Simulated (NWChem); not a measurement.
System: ZrH₂O₂Cl₂; SMILES [OH][Zr]([Cl])([Cl])[OH]

NWChem input:

```
start job
memory heap 200 mb stack 900 mb global 1100 mb
geometry units angstroms noautoz
  Zr    -0.292579    -0.009014     0.000155
  Cl     1.024594     1.955623    -0.003150
  Cl     1.081240    -1.934384     0.002677
  O     -1.374454    -0.027565    -1.554775
  H     -1.995880    -0.042268    -2.282712
  O     -1.373525    -0.022875     1.555730
  H     -1.994524    -0.035434     2.284010
end
basis spherical
  * library def2-svp
end
ecp
  Zr library def2-ecp
end
dft
  xc xwpbe 1.00 cpbe96 1.0 hfexch 1.00
  cam 0.4 cam_alpha 0.0 cam_beta 1.0
  iterations 150
  mulliken
end
task dft energy
```

NWChem printed, in part:

```
             Northwest Computational Chemistry Package (NWChem) 7.3.0
             --------------------------------------------------------

 CS  symmetry detected

                             Geometry "geometry" -> ""
                             -------------------------

 Output coordinates in angstroms (scale by  1.889725989 to convert to a.u.)

  No.       Tag          Charge          X              Y              Z
 ---- ---------------- ---------- -------------- -------------- --------------
    1 Zr                  40.0000    -0.27218996     0.00006779     0.00000000
    2 Cl                  17.0000     1.07268806     1.94584714     0.00000000
    3 Cl                  17.0000     1.07421037    -1.94457634     0.00000000
    4 O                    8.0000    -1.35372157    -0.00081442    -1.55525433
    5 H                    1.0000    -1.97506487    -0.00564226    -2.28336365
    6 O                    8.0000    -1.35372157    -0.00081442     1.55525433
    7 H                    1.0000    -1.97506487    -0.00564226     2.28336365

 Effective nuclear repulsion energy (a.u.)     650.4405878077

      Symmetry information
      --------------------

 Group name             Cs
 Group number              2
 Group order               2
 No. of unique centers     5

 Summary of "ao basis" -> "ao basis" (spherical)
 ------------------------------------------------------------------------------
       Tag                 Description            Shells   Functions and Types
 ---------------- ------------------------------  ------  ---------------------
 Zr                         def2-svp                11       31   5s3p2d1f
 Cl                         def2-svp                 8       18   4s3p1d
 O                          def2-svp                 6       14   3s2p1d
 H                          def2-svp                 3        5   2s1p

      Symmetry analysis of basis
      --------------------------

        a'         66
        a"         39

            General Information
            -------------------
          SCF calculation type: DFT
          Wavefunction type:  closed shell.
          No. of atoms     :     7
          No. of electrons :    64
           Alpha electrons :    32
            Beta electrons :    32
          Charge           :     0
          Spin multiplicity:     1
          Use of symmetry is: on ; symmetry adaption is: on
          Maximum number of iterations: 150
          AO basis - number of functions:   105
                     number of shells:    45
          Convergence on energy requested:  1.00D-06
          Convergence on density requested:  1.00D-05
          Convergence on gradient requested:  5.00D-04

              XC Information
              --------------
                     Hartree-Fock (Exact) Exchange  1.000
                     LC-wPBE(h)Exchange Functional  1.000
            Perdew 1991 LDA Correlation Functional  1.000 local
           PerdewBurkeErnz. Correlation Functional  1.000 non-local

           Range-Separation Parameters
           ---------------------------
           Alpha           :  0.00
           Beta            :  1.00
           Gamma           :  0.40
           Short-Range HF  :     F

             Grid Information
             ----------------
          Grid used for XC integration:  medium
          Radial quadrature: Mura-Knowles
          Angular quadrature: Lebedev.
          Tag              B.-S. Rad. Rad. Pts. Rad. Cut. Ang. Pts.
          ---              ---------- --------- --------- ---------
          Zr                  1.55      123          10.0       590
          Cl                  1.00       88          11.0       590
          O                   0.60       49          10.0       434
          H                   0.35       45          11.0       434
          Grid pruning is: on
          Number of quadrature shells:   393
          Spatial weights used:  Erf1

      Superposition of Atomic Density Guess
      -------------------------------------

 Sum of atomic energies:       -1122.52738883

      Non-variational initial energy
      ------------------------------

 Total energy =   -1115.946792
 1-e energy   =   -2155.092979
 2-e energy   =     737.243714
 HOMO         =      -0.455206
 LUMO         =      -0.025512

      Symmetry analysis of molecular orbitals - initial
      -------------------------------------------------

  Numbering of irreducible representations:

     1 a'          2 a"

  Orbital symmetries:

     1 a'          2 a'          3 a'          4 a"          5 a'
     6 a'          7 a'          8 a'          9 a'         10 a"
    11 a"         12 a'         13 a'         14 a"         15 a'
    16 a'         17 a'         18 a"         19 a'         20 a'
    21 a'         22 a"         23 a'         24 a"         25 a'
    26 a"         27 a'         28 a'         29 a'         30 a"
    31 a"         32 a'         33 a'         34 a'         35 a"
    36 a'         37 a"         38 a'         39 a"         40 a'
    41 a'         42 a'

     ---------------------------------------------
      Total Density - Mulliken Population Analysis
     ---------------------------------------------

    Atom       Charge   Shell Charges
 -----------   ------   -------------------------------------------------------
    1 Zr  12     9.72  -0.47  1.58  0.91  0.27  0.03  5.83  0.33  0.10  0.80  0.24  0.10
    2 Cl  17    17.57   2.00  1.99  1.23  0.72  5.94  2.23  3.45  0.01
    3 Cl  17    17.57   2.00  1.99  1.23  0.72  5.94  2.23  3.45  0.01
    4 O    8     8.92   1.99  1.11  0.65  3.19  1.97  0.00
    5 H    1     0.65   0.53  0.07  0.06
    6 O    8     8.92   1.99  1.11  0.65  3.19  1.97  0.00
    7 H    1     0.65   0.53  0.07  0.06

   convergence    iter        energy       DeltaE   RMS-Dens  Diis-err
 ---------------- ----- ----------------- --------- --------- ---------
 d= 0,ls=0.0,diis     1  -1118.3970022731 -1.42D+03  1.77D-02  1.93D+00
 d= 0,ls=0.0,diis     2  -1118.2803484029  1.17D-01  9.10D-03  3.41D+00
 d= 0,ls=0.0,diis     3  -1118.6178854161 -3.38D-01  8.73D-04  1.40D-02
 d= 0,ls=0.0,diis     4  -1118.6194501556 -1.56D-03  3.19D-04  1.55D-03
 d= 0,ls=0.0,diis     5  -1118.6196260890 -1.76D-04  1.10D-04  1.26D-04
  Resetting Diis
 d= 0,ls=0.0,diis     6  -1118.6196454085 -1.93D-05  2.76D-05  5.06D-06
 d= 0,ls=0.0,diis     7  -1118.6196464618 -1.05D-06  5.69D-06  1.49D-07
 d= 0,ls=0.0,diis     8  -1118.6196465087 -4.68D-08  1.92D-06  2.06D-08

         Total DFT energy =    -1118.619646508656
      One electron energy =    -2160.474294595087
           Coulomb energy =      819.987277373211
    Exchange-Corr. energy =      -80.035102563707
 Nuclear repulsion energy =      301.902473276927

 Numeric. integr. density =       64.000001907383

                  Occupations of the irreducible representations
                  ----------------------------------------------

                     irrep           alpha         beta
                     --------     --------     --------
                     a'               22.0         22.0
                     a"               10.0         10.0

                       DFT Final Molecular Orbital Analysis
                       ------------------------------------

 Vector   30  Occ=2.000000D+00  E=-4.355729D-01  Symmetry=a"
              MO Center=  7.2D-01, -2.3D-02,  7.2D-12, r^2= 5.2D+00
   Bfn.  Coefficient  Atom+Function         Bfn.  Coefficient  Atom+Function
  ----- ------------  ---------------      ----- ------------  ---------------
    62      0.417095  3 Cl pz                44      0.411038  2 Cl pz
    59      0.310733  3 Cl pz                41      0.306240  2 Cl pz
    56      0.181729  3 Cl pz                38      0.179101  2 Cl pz
    71      0.121692  4 O  px                90     -0.121692  6 O  px
    73     -0.117174  4 O  pz                92     -0.117174  6 O  pz

 Vector   31  Occ=2.000000D+00  E=-4.309211D-01  Symmetry=a"
              MO Center=  6.8D-01,  2.5D-02,  1.1D-11, r^2= 5.3D+00
   Bfn.  Coefficient  Atom+Function         Bfn.  Coefficient  Atom+Function
  ----- ------------  ---------------      ----- ------------  ---------------
    44      0.421503  2 Cl pz                62     -0.415198  3 Cl pz
    41      0.311730  2 Cl pz                59     -0.307030  3 Cl pz
    38      0.182385  2 Cl pz                56     -0.179635  3 Cl pz
    72      0.179391  4 O  py                91     -0.179391  6 O  py
    75      0.145572  4 O  py                94     -0.145572  6 O  py

 Vector   32  Occ=2.000000D+00  E=-4.257433D-01  Symmetry=a'
              MO Center=  9.3D-01,  5.8D-03, -2.0D-12, r^2= 5.0D+00
   Bfn.  Coefficient  Atom+Function         Bfn.  Coefficient  Atom+Function
  ----- ------------  ---------------      ----- ------------  ---------------
    42      0.383676  2 Cl px                60     -0.382631  3 Cl px
    39      0.279666  2 Cl px                57     -0.278846  3 Cl px
    43     -0.239058  2 Cl py                61     -0.238500  3 Cl py
    40     -0.174378  2 Cl py                58     -0.173956  3 Cl py
    36      0.163936  2 Cl px                54     -0.163458  3 Cl px

 Vector   33  Occ=0.000000D+00  E= 4.365371D-02  Symmetry=a'
              MO Center=  5.0D-03, -3.3D-04,  4.3D-14, r^2= 2.6D+00
   Bfn.  Coefficient  Atom+Function         Bfn.  Coefficient  Atom+Function
  ----- ------------  ---------------      ----- ------------  ---------------
    19      0.863652  1 Zr d  2              42     -0.261434  2 Cl px
    60     -0.261284  3 Cl px                24      0.218605  1 Zr d  2
     6     -0.153171  1 Zr px                12      0.144687  1 Zr px
    39     -0.131205  2 Cl px                57     -0.131158  3 Cl px
     9      0.124769  1 Zr px                 4     -0.089908  1 Zr s

 Vector   34  Occ=0.000000D+00  E= 5.391661D-02  Symmetry=a'
              MO Center= -1.4D+00, -6.6D-03,  1.3D-14, r^2= 1.0D+01
   Bfn.  Coefficient  Atom+Function         Bfn.  Coefficient  Atom+Function
  ----- ------------  ---------------      ----- ------------  ---------------
     5      1.647667  1 Zr s                  4     -0.770254  1 Zr s
    12     -0.343260  1 Zr px                70     -0.196142  4 O  s
    89     -0.196142  6 O  s                 53     -0.147499  3 Cl s
    35     -0.146495  2 Cl s                  2     -0.144335  1 Zr s
    69     -0.112002  4 O  s                 88     -0.112002  6 O  s

 Vector   35  Occ=0.000000D+00  E= 5.772891D-02  Symmetry=a"
              MO Center= -2.6D-01, -1.9D-03, -2.4D-13, r^2= 2.1D+00
   Bfn.  Coefficient  Atom+Function         Bfn.  Coefficient  Atom+Function
  ----- ------------  ---------------      ----- ------------  ---------------
    16      0.923321  1 Zr d -1              75      0.186624  4 O  py
    94     -0.186624  6 O  py                72      0.181458  4 O  py
    91     -0.181458  6 O  py                62      0.174180  3 Cl pz
    44     -0.172442  2 Cl pz                21      0.162633  1 Zr d -1
    59      0.100269  3 Cl pz                41     -0.099347  2 Cl pz

     ---------------------------------------------
      Total Density - Mulliken Population Analysis
     ---------------------------------------------

    Atom       Charge   Shell Charges
 -----------   ------   -------------------------------------------------------
    1 Zr  12    10.98  -0.48  1.65  0.86  0.30 -0.02  5.91  0.47  0.16  1.54  0.43  0.16
    2 Cl  17    17.31   2.00  1.98  1.21  0.73  5.93  2.18  3.26  0.01
    3 Cl  17    17.31   2.00  1.98  1.21  0.73  5.93  2.18  3.26  0.01
    4 O    8     8.41   1.99  1.03  0.66  2.91  1.81  0.00
    5 H    1     0.79   0.67  0.05  0.07
    6 O    8     8.41   1.99  1.03  0.66  2.91  1.81  0.00
    7 H    1     0.79   0.67  0.05  0.07

     -------------------------------------------
      Total Density - Lowdin Population Analysis
     -------------------------------------------

    Atom       Charge   Shell Charges
 -----------   ------   -------------------------------------------------------
    1 Zr  12    12.06   0.00  0.93  0.96  0.34  0.12  5.40  1.08  0.34  1.46  1.13  0.30
    2 Cl  17    16.96   2.00  1.95  1.00  0.76  5.82  2.29  3.12  0.01
    3 Cl  17    16.96   2.00  1.95  1.00  0.76  5.82  2.29  3.12  0.01
    4 O    8     8.13   1.97  0.85  0.58  2.74  1.97  0.01
    5 H    1     0.89   0.54  0.16  0.18
    6 O    8     8.13   1.97  0.85  0.58  2.74  1.97  0.01
    7 H    1     0.89   0.54  0.16  0.18

     Multipole analysis of the density
     ---------------------------------

     L   x y z        total         alpha         beta         nuclear
     -   - - -        -----         -----         ----         -------
     0   0 0 0      0.000000    -32.000000    -32.000000     64.000000

     1   1 0 0     -1.698400     -8.050302     -8.050302     14.402204
     1   0 1 0     -0.007168     -0.001791     -0.001791     -0.003587
     1   0 0 1      0.000000      0.000000      0.000000     -0.000000

     2   2 0 0    -40.661135   -158.155426   -158.155426    275.649717
     2   1 1 0      0.030087     -0.007376     -0.007376      0.044839
     2   1 0 1     -0.000000     -0.000000     -0.000000     -0.000000
     2   0 2 0    -50.088942   -254.754869   -254.754869    459.420796
     2   0 1 1      0.000000      0.000000      0.000000      0.000000
     2   0 0 2    -37.590980   -106.516106   -106.516106    175.441232
```

Level: LC-wPBE (HJS exchange hole, range parameter 0.4 per bohr)/def2-SVP with def2 effective core potentials on Zr. Structure relaxed at the PBE0/def2-SVP level. Not confirmed as a minimum by frequencies. def2 effective core potentials on Zr; no spin-orbit coupling.
